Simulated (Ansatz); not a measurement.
Molecule: sum formula YOH, charge 0, multiplicity 1. 
Geometry from a B3LYP-D3(BJ)/def2-TZVP (Ansatz, an electronic-structure program) optimisation:
SMILES: [OH][Y]
```xyz
3

Y      0.0000     0.0000    -0.3861
O      0.0000     0.0000     1.5670
H      0.0000     0.0000     2.5235
```
Charge 0, spin multiplicity 1.

Computed values are from Ansatz. Cores are frozen in the correlated levels unless marked. UHF or UKS for open shells. No spin-orbit coupling. Frozen are the shells of the preceding noble gas and the d and f shells that filled before the atom's block. In def2 rows, elements after Kr have scalar-relativistic effective core potentials. CBS marks a two-point X^-3 extrapolation of the correlation energy; Hartree-Fock from the larger set.

* **vertical ionisation energy (to the doublet)**: 6.11 eV at CCSD(T)/CBS(def2-TZVPPD,def2-QZVPPD)
* **total energy**: -113.7564 Eh at CCSD(T)/CBS(def2-TZVPPD,def2-QZVPPD)
* **dipole moment**: 0.88 D at CCSD(T)/def2-SVPD
* **T1 diagnostic**: 0.018 at CCSD/def2-QZVPPD

The Hartree-Fock reference is unstable (checked in the largest basis), which strains HF and MP2.
